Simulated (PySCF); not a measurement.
CH$_{3}$BeCl, singlet, geometry from GFN2-xTB (such geometries of metal compounds can be far from the true shape); CAMB3LYP/def2-SVP, TDA run with PySCF.

The PySCF input:
```python
from pyscf import gto, scf, dft, tdscf

mol = gto.Mole()
mol.atom = '''
    Be    0.645452    0.463327   -0.737356
    Cl    1.705962    1.181133   -1.945682
    C    -0.390356   -0.268560    0.437761
    H    -0.933616   -1.133343    0.061778
    H    -1.161427    0.392170    0.828570
    H     0.132207   -0.633972    1.319566
'''
mol.basis = 'def2-svp'
mol.charge = 0
mol.spin = 0
mol.verbose = 3
mol.build()

mf = dft.RKS(mol)
mf.xc = 'camb3lyp'
mf.kernel()
td = mf.TDA()
td.nstates = 15
td.kernel()
td.analyze()
```

### Question
What does PySCF print? Leave out banner, timings and long lists.

### Answer

```
converged SCF energy = -514.713181880832
Excitation energies (eV)
[ 7.85931566  7.86543817  8.14340978  8.24275072  8.33796886  8.33806143
  8.68104955  8.68242375  9.75764625  9.89970029  9.91651196  9.95321381
 10.10502503 10.14046512 10.38541517]

** Singlet excitation energies and oscillator strengths **
Excited State   1:      7.85932 eV    157.75 nm  f=0.0557
Excited State   2:      7.86544 eV    157.63 nm  f=0.0551
Excited State   3:      8.14341 eV    152.25 nm  f=0.1078
Excited State   4:      8.24275 eV    150.42 nm  f=0.0004
Excited State   5:      8.33797 eV    148.70 nm  f=0.0012
Excited State   6:      8.33806 eV    148.70 nm  f=0.0001
Excited State   7:      8.68105 eV    142.82 nm  f=0.0973
Excited State   8:      8.68242 eV    142.80 nm  f=0.0969
Excited State   9:      9.75765 eV    127.06 nm  f=0.3086
Excited State  10:      9.89970 eV    125.24 nm  f=0.0207
Excited State  11:      9.91651 eV    125.03 nm  f=0.0212
Excited State  12:      9.95321 eV    124.57 nm  f=0.0335
Excited State  13:     10.10503 eV    122.70 nm  f=0.0622
Excited State  14:     10.14047 eV    122.27 nm  f=0.0538
Excited State  15:     10.38542 eV    119.38 nm  f=0.0710
```
